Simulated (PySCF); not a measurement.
Pd: excitation energy

Pd [Kr] 4d10 (1S) → Pd [Kr] 4d9 5p1 (high-spin determinant), as a difference of total energies. All numbers are calculated (PySCF 2.14, a scalar-relativistic core potential, in aug-cc-pwCVTZ-PP with ECP28MDF (8s8p7d4f3g, 122 functions)). Correlated levels: valence: 4s2 4p6 frozen; valence and next inner shell: nothing frozen outside the core potential. The calculations carry no spin-orbit coupling.

| method | excitation energy (cm⁻¹) |
| --- | --- |
| UHF | 22716 |
| LDA | 38199 |
| PBE | 35542 |
| PBE0 | 33925 |
| r2SCAN | 33409 |
| M06 | 41040 |
| B3LYP | 34742 |
| B97-3 | 35308 |
| MP2 (valence) | 38979 |
| SCS-MP2 (valence) | 37887 |
| MP2 (valence and next inner shell) | 39869 |
| SCS-MP2 (valence and next inner shell) | 38125 |

The determinant of the upper state mixes LS terms, which raises its energy above the lowest term, most at the Hartree-Fock and MP2 levels.
